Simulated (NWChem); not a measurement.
CdIBr; SMILES [Br][Cd][I]

Program: NWChem. Structure relaxed at the PBE-D3(BJ)/def2-SVP level. def2 effective core potentials on Cd, I; no spin-orbit coupling. Total energies of different functionals are on different scales.

```json
[
 {"level": "B3LYP/def2-TZVP", "energy (Ha)": "-3039.9228", "highest occupied level (eV)": "-7.65", "orbital gap (eV)": "4.92", "dipole (D)": "0.66"},
 {"level": "PBE/def2-TZVP", "energy (Ha)": "-3039.3464", "highest occupied level (eV)": "-6.78", "orbital gap (eV)": "3.53", "dipole (D)": "0.65"},
 {"level": "B97-D/def2-TZVP", "energy (Ha)": "-3041.9161", "highest occupied level (eV)": "-6.74", "orbital gap (eV)": "3.48", "dipole (D)": "0.65"},
 {"level": "B3PW91/def2-TZVP", "energy (Ha)": "-3039.9850", "highest occupied level (eV)": "-7.71", "orbital gap (eV)": "5.07", "dipole (D)": "0.64"},
 {"level": "B97-2/def2-TZVP", "energy (Ha)": "-3040.9207", "highest occupied level (eV)": "-7.64", "orbital gap (eV)": "5.15", "dipole (D)": "0.64"},
 {"level": "PW6B95/def2-TZVP", "energy (Ha)": "-3041.1537", "highest occupied level (eV)": "-7.92", "orbital gap (eV)": "5.51", "dipole (D)": "0.66"},
 {"level": "N12/def2-TZVP", "energy (Ha)": "-3042.4612", "highest occupied level (eV)": "-6.52", "orbital gap (eV)": "3.44", "dipole (D)": "0.79"}
]
```
